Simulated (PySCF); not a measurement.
**Highest orbital energy against ionisation energy along the halogens**

Calculated with PySCF 2.14, no spin-orbit coupling. Each cell gives −ε(HOMO) / ΔSCF in eV; NIST values include spin-orbit coupling, (s) semi-empirical, (t) theoretical.

```
                                                                                species              UHF              LDA              PBE             PBE0           r2SCAN  NIST (lowest levels)
 F²⁺ (x2c-QZVPPall with one added diffuse shell each of s, p, d, f type, spin-free X2C)  63.884 / 62.253  51.603 / 63.180  51.564 / 62.852  54.818 / 62.930  52.803 / 63.162            62.708 (s)
Cl²⁺ (x2c-QZVPPall with one added diffuse shell each of s, p, d, f type, spin-free X2C)  39.693 / 38.955  33.030 / 39.658  33.085 / 39.570  34.945 / 39.654  33.763 / 39.814       39.8 ± 0.11 (s)
Br²⁺ (x2c-QZVPPall with one added diffuse shell each of s, p, d, f type, spin-free X2C)  35.211 / 34.644  29.470 / 35.303  29.431 / 35.117  31.091 / 35.229  30.043 / 35.445        34.871 ± 0.019
 I²⁺ (x2c-QZVPPall with one added diffuse shell each of s, p, d, f type, spin-free X2C)  30.327 / 29.860  25.566 / 30.506  25.488 / 30.291  26.911 / 30.408  26.002 / 30.560         29.57 ± 0.025
```

Question: How far is −ε(HOMO) from ΔSCF on average for each method, and why?

Answer: UHF 0.85 eV; LDA -7.24 eV; PBE -7.07 eV; PBE0 -5.11 eV; r2SCAN -6.59 eV. Hartree-Fock orbital energies lack relaxation and so exceed the ΔSCF value; semilocal functionals have convex E(N) from self-interaction, so their HOMO lies far too high; exact exchange moves hybrids part of the way back.
